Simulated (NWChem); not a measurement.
Molecule: C₃HCl₂F; SMILES ClC(=C=CCl)F

Program: NWChem. All runs use the structure optimised with PBE0/def2-SVP. Level: B3LYP/def2-SVP with SMD (1 M gas to 1 M solution), gas-phase geometry.

```
solvent          dielectric constant  solvation free energy (kcal/mol)  cavity-dispersion-structure term (kcal/mol)  dipole in solution (D)
---------------  -------------------  --------------------------------  -------------------------------------------  ----------------------
water                           78.4                               1.8                                          3.7                    1.54
ethylene glycol                 40.2                               0.1                                          2.0                    1.53
1,4-dioxane                     2.21                              -1.2                                         -0.2                    1.32
n-hexane                        1.88                              -2.8                                         -2.0                    1.28
dichloromethane                 8.93                              -3.3                                         -1.6                    1.48
```
